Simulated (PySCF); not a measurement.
First SCF of a structure search on singlet Mo₃, at a hand-made obtuse triangle geometry. PySCF input:

```python
from pyscf import gto, scf, dft
mol = gto.M(atom='''
Mo     0.000000     0.000000     0.000000
Mo     2.152800     1.656000     0.000000
Mo    -2.152800     1.656000     0.000000''',
    basis={'Mo': 'def2-TZVP'},
    ecp={'Mo': 'def2-TZVP'},
    charge=0, spin=0)
mf = dft.RKS(mol, xc='PBE0')
mf.grids.atom_grid = (50, 194)
aux = {'Mo': 'def2-universal-JKFIT'}
mf = mf.density_fit(auxbasis=aux)
mf.conv_tol = 1e-08
mf.diis_space = 10
mf.max_cycle = 60
mf.init_guess = 'minao'
mf.verbose = 4
mf.kernel()
```

Excerpt of the output (cycles and frontier levels):

```
init E= -184.818187789317
  HOMO = -0.68633092565246  LUMO = -0.684974508126542  gap/eV = 0.03691
cycle= 1 E= -201.767463722893  delta_E= -16.9  |g|= 3.02  |ddm|= 6.43
  HOMO = -0.113449290349203  LUMO = -0.109954902228801  gap/eV = 0.09509
cycle= 2 E= -193.436434027849  delta_E= 8.33  |g|= 5.33  |ddm|= 5.31
  HOMO = -0.0483505321946968  LUMO = -0.0462269062817609  gap/eV = 0.05779
cycle= 3 E= -203.477142699723  delta_E=  -10  |g|= 1.39  |ddm|= 4.61
  HOMO = -0.202995267502752  LUMO = -0.195120029886991  gap/eV = 0.21430
cycle= 4 E= -203.113492446907  delta_E= 0.364  |g|= 2.11  |ddm|= 3.22
  HOMO = -0.118538306240136  LUMO = -0.115442180928288  gap/eV = 0.08425
cycle= 5 E= -203.27889885772  delta_E= -0.165  |g|= 1.92  |ddm|= 2.08
cycle= 6 E= -204.041783103654  delta_E= -0.763  |g|= 0.178  |ddm|= 0.936
  HOMO = -0.128918810017667  LUMO = -0.102794511407627  gap/eV = 0.71088
cycle= 7 E= -204.012370822433  delta_E= 0.0294  |g|= 0.481  |ddm|= 0.511
... 41 lines left out ...
cycle= 28 E= -204.077915415502  delta_E= -1.12e-07  |g|= 0.000126  |ddm|= 0.00204
  HOMO = -0.150155641305469  LUMO = -0.110731454902973  gap/eV = 1.07279
cycle= 29 E= -204.077915514196  delta_E= -9.87e-08  |g|= 0.000102  |ddm|= 0.00263
  HOMO = -0.150136093596206  LUMO = -0.110728425999488  gap/eV = 1.07234
cycle= 30 E= -204.07791554992  delta_E= -3.57e-08  |g|= 0.000106  |ddm|= 0.0015
  HOMO = -0.150134604877116  LUMO = -0.110730039725184  gap/eV = 1.07225
cycle= 31 E= -204.077915558623  delta_E= -8.7e-09  |g|= 3.78e-05  |ddm|= 0.00041
  HOMO = -0.150126635907503  LUMO = -0.110724192025573  gap/eV = 1.07220
Extra cycle  E= -204.077915544803  delta_E= 1.38e-08  |g|= 0.000251  |ddm|= 0.000285
converged SCF energy = -204.077915544803
```

This is not the lowest solution: another start and a stability analysis within the same restricted form found one 110.8 kJ/mol lower, at -204.12010 Eh.

At the minimum of this search the closed-shell solution is unstable towards spin polarisation, so a lower open-shell solution exists.

The search for the lowest solution, 3 starts and the stability check together, took roughly 90 core-seconds on a shared host.
